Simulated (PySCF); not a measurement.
**A search over the determinants of TiCl**

Unrestricted PBE0; PySCF, no relativity, basis sets Ti def2-TZVPPD, Cl def2-TZVPPD. Outer shells of the fragments: Ti 3d2 4s2; Cl 3s2 3p5.

Followed along the bond (rough minima from three points):

```
2Ms+1       unpaired  ⟨S²⟩ at the start  R at minimum (Å)  Te (eV)
    4  σ ↑, π ↑, δ ↑               3.76              2.26     0.00
    4      σ ↑, δ ↑↑               3.76              2.24     0.19
    4      σ ↑↑, δ ↑               3.75              2.30     0.41
    2            δ ↑               1.51              2.22     0.49
    4      σ ↑, π ↑↑               3.75              2.29     0.50
    2  σ ↓, π ↑, δ ↑               1.75              2.27     0.59
```

Solutions found at the starting distance of 2.235 Å, counted from the lowest of them; the search is not exhaustive and high or unbound solutions are not listed, so other states can lie among these:

| 2Ms+1 | unpaired | term | E (eV) | ⟨S²⟩ | ⟨Lz²⟩ | μ (D) |
| --- | --- | --- | --- | --- | --- | --- |
| 4 | σ ↑, π ↑, δ ↑ | mixed | 0.00 | 3.76 | 4.91 | -4.07 |
| 4 | σ ↑, δ ↑↑ | ⁴Σ⁻ | 0.18 | 3.76 | 0.00 | -4.67 |
| 4 | σ ↑↑, δ ↑ | ⁴Δ | 0.43 | 3.75 | 4.00 | -1.45 |
| 2 | δ ↑ | mixed | 0.48 | 1.51 | 3.95 | -3.03 |
| 4 | σ ↑, π ↑↑ | ⁴Σ⁻ | 0.51 | 3.75 | 0.00 | -3.64 |
| 2 | σ ↓, π ↑, δ ↑ | mixed | 0.59 | 1.75 | 5.12 | -3.40 |

A term symbol is given only where ⟨S²⟩ and ⟨Lz²⟩ are close to those of a pure state; real π, δ and φ orbitals otherwise mix terms. A positive dipole means Ti(−)Cl(+).

With d or f electrons several states lie close, and the lowest PBE0 determinant need not be the measured ground state.
